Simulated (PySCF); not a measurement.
**Orbital picture of RbO**

PBE0 at R = 2.237 Å; Rb x2c-TZVPall, O x2c-TZVPall; spin-free X2C with a Gaussian nucleus (PySCF 2.14). State: ²Σ⁺ (doublet), unpaired electrons σ ↑. Only the outer orbitals are listed, counted within each symmetry.

```json
{"spin": "α", "orbital": "8σ", "occ.": "1", "ε (eV)": "-34.15", "on Rb (%)": "99", "main shells (%)": "100 Rb s"}
{"spin": "α", "orbital": "9σ", "occ.": "1", "ε (eV)": "-22.64", "on Rb (%)": "8", "main shells (%)": "92 O s"}
{"spin": "α", "orbital": "4π", "occ.": "1", "ε (eV)": "-17.12", "on Rb (%)": "100", "main shells (%)": "100 Rb p"}
{"spin": "α", "orbital": "4π", "occ.": "1", "ε (eV)": "-17.12", "on Rb (%)": "100", "main shells (%)": "100 Rb p"}
{"spin": "α", "orbital": "10σ", "occ.": "1", "ε (eV)": "-16.76", "on Rb (%)": "90", "main shells (%)": "89 Rb p"}
{"spin": "α", "orbital": "11σ", "occ.": "1", "ε (eV)": "-7.35", "on Rb (%)": "9", "main shells (%)": "91 O p"}
{"spin": "α", "orbital": "5π", "occ.": "1", "ε (eV)": "-5.63", "on Rb (%)": "5", "main shells (%)": "95 O p"}
{"spin": "α", "orbital": "5π", "occ.": "1", "ε (eV)": "-5.63", "on Rb (%)": "5", "main shells (%)": "95 O p"}
{"spin": "α", "orbital": "12σ", "occ.": "0", "ε (eV)": "-1.02", "on Rb (%)": "100", "main shells (%)": "82 Rb s, 18 Rb p"}
{"spin": "α", "orbital": "6π", "occ.": "0", "ε (eV)": "0.11", "on Rb (%)": "100", "main shells (%)": "82 Rb p, 18 Rb d"}
{"spin": "α", "orbital": "6π", "occ.": "0", "ε (eV)": "0.11", "on Rb (%)": "100", "main shells (%)": "82 Rb p, 18 Rb d"}
{"spin": "β", "orbital": "8σ", "occ.": "1", "ε (eV)": "-34.08", "on Rb (%)": "100", "main shells (%)": "100 Rb s"}
{"spin": "β", "orbital": "9σ", "occ.": "1", "ε (eV)": "-20.53", "on Rb (%)": "15", "main shells (%)": "84 O s, 14 Rb p"}
{"spin": "β", "orbital": "4π", "occ.": "1", "ε (eV)": "-17.09", "on Rb (%)": "100", "main shells (%)": "100 Rb p"}
{"spin": "β", "orbital": "4π", "occ.": "1", "ε (eV)": "-17.09", "on Rb (%)": "100", "main shells (%)": "100 Rb p"}
{"spin": "β", "orbital": "10σ", "occ.": "1", "ε (eV)": "-16.30", "on Rb (%)": "86", "main shells (%)": "85 Rb p, 14 O s"}
{"spin": "β", "orbital": "5π", "occ.": "1", "ε (eV)": "-4.91", "on Rb (%)": "7", "main shells (%)": "93 O p"}
{"spin": "β", "orbital": "5π", "occ.": "1", "ε (eV)": "-4.91", "on Rb (%)": "7", "main shells (%)": "93 O p"}
{"spin": "β", "orbital": "11σ", "occ.": "0", "ε (eV)": "-1.13", "on Rb (%)": "88", "main shells (%)": "68 Rb s, 20 Rb p, 12 O p"}
{"spin": "β", "orbital": "12σ", "occ.": "0", "ε (eV)": "-0.30", "on Rb (%)": "38", "main shells (%)": "62 O p, 25 Rb s, 11 Rb d"}
{"spin": "β", "orbital": "6π", "occ.": "0", "ε (eV)": "0.11", "on Rb (%)": "100", "main shells (%)": "84 Rb p, 16 Rb d"}
```

**Question.** Which are the highest filled and the lowest empty level, where do they sit, and how wide is the gap?

**Answer.** Highest filled β 5π at -4.91 eV (in %: 93 O p); lowest empty β 11σ at -1.13 eV (in %: 68 Rb s, 20 Rb p, 12 O p); the gap at PBE0 is 3.78 eV.

```
bond order (Mayer)                              : 0.61
⟨S²⟩                                            : 0.755
charge on Rb (Mulliken, basis-dependent)        : 0.69
charge on Rb (Löwdin, basis-dependent)          : 0.62
dipole moment (positive dipole means Rb(−)O(+)) : -8.06 D
polarisability along the bond                   : 26.8 bohr³
polarisability across the bond                  : 23.5 bohr³
```

Spin–orbit coupling is left out. The state is the lowest determinant that a PBE0 search found; another state may lie lower at other levels.
